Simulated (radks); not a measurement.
The rubidium ion Rb2+ inside a hard spherical wall (all orbitals vanish at R), configuration held at [Ar] 3d10 4s2 4p5 and not refilled when levels cross. Calculated with a radial shooting solver on a logarithmic mesh with Libxc functionals: scalar-relativistic Kohn-Sham, LDA (Slater exchange, Perdew-Wang correlation), spin-polarised, spherical densities, point nucleus; open shells are filled with parallel spins first (spin-orbit coupling, left out, can overturn this in heavy ions). Eigenvalues in eV for spin up, with the zero of energy where the potential of the charges vanishes at infinity; a dash marks a level that is unbound or too diffuse for the functional's potential to be trusted. A positive occupied level is held by the wall or, in an anion where self-interaction has pushed it up, behind a barrier. The pressure on the wall is -dE/dV.

R (bohr)  E (hartree)  kinetic (hartree)    e(3p)    e(3d)    e(4s)    e(4p)  e(5s, empty)  e(4d, empty)  pressure (GPa)
free      -2976.47685           3047.469  -244.62  -124.31  -50.946  -34.291       -13.159       -13.092               0
12        -2976.47685           3047.469  -244.62  -124.31  -50.946  -34.291       -13.159       -13.092        < 0.0001
8         -2976.47685           3047.469  -244.62  -124.31  -50.946  -34.291       -13.100       -13.082        < 0.0001
6         -2976.47663           3047.473  -244.61  -124.29  -50.937  -34.282       -12.354       -12.923          0.0381
5         -2976.47368           3047.508  -244.50  -124.19  -50.857  -34.195       -10.383       -12.412           0.781
2         -2970.36821           3073.213  -211.66  -91.638  -15.143    8.239        157.88        48.144            9280
1.5       -2952.25742           3131.795  -170.59  -49.623   65.871   97.600        418.45        147.75           74900
